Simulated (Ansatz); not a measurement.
The cluster MoO5H4. Total charge 0; singlet. Geometry PBE-D4/def2-SVP.

```tsv
atom	x (Å)	y (Å)	z (Å)
Mo1	-0.077	0.225	-0.341
O2	-1.184	1.707	0.093
O3	1.067	0.883	1.130
O4	0.336	0.512	-1.949
O5	0.154	-1.639	0.023
O6	2.095	0.098	0.452
H7	-0.584	-2.271	0.090
H8	-1.660	-0.396	-0.498
H9	2.008	-0.791	0.884
H10	-2.155	1.671	0.115
```

In the def2 sets Mo takes a core potential, while STO-3G treats all electrons; there is no spin–orbit coupling. The structure holds one bond between oxygen atoms, so isomers without such links may lie far lower. The structure comes from a short search, and lower isomers may exist.

(1) Estimate the orbital energies around the gap (eV) in Ansatz with HF/STO-3G, PBE-D4/def2-TZVP, r2SCAN-D4/def2-TZVP, PBE0-D4/def2-SVP, PBE0-D4/def2-TZVPD.

Answers

(1) 
```csv
orbital,HF/STO-3G,PBE-D4/def2-TZVP,r2SCAN-D4/def2-TZVP,PBE0-D4/def2-SVP,PBE0-D4/def2-TZVPD
HOMO−5,-11.03,-9.03,-9.42,-10.68,-10.77
HOMO−4,-10.44,-8.15,-8.56,-9.80,-9.91
HOMO−3,-10.18,-7.93,-8.33,-9.54,-9.62
HOMO−2,-9.62,-7.65,-8.04,-9.24,-9.35
HOMO−1,-9.41,-7.30,-7.70,-8.92,-9.00
HOMO,-8.54,-7.13,-7.48,-8.61,-8.69
LUMO,4.26,-3.82,-3.85,-3.12,-3.17
LUMO+1,5.77,-2.49,-2.48,-1.74,-1.83
LUMO+2,6.18,-2.34,-2.25,-1.48,-1.58
LUMO+3,7.17,-1.91,-1.70,-0.99,-1.16
LUMO+4,8.62,-1.50,-1.19,-0.06,-0.49
LUMO+5,11.94,-0.58,-0.41,0.34,0.09
```
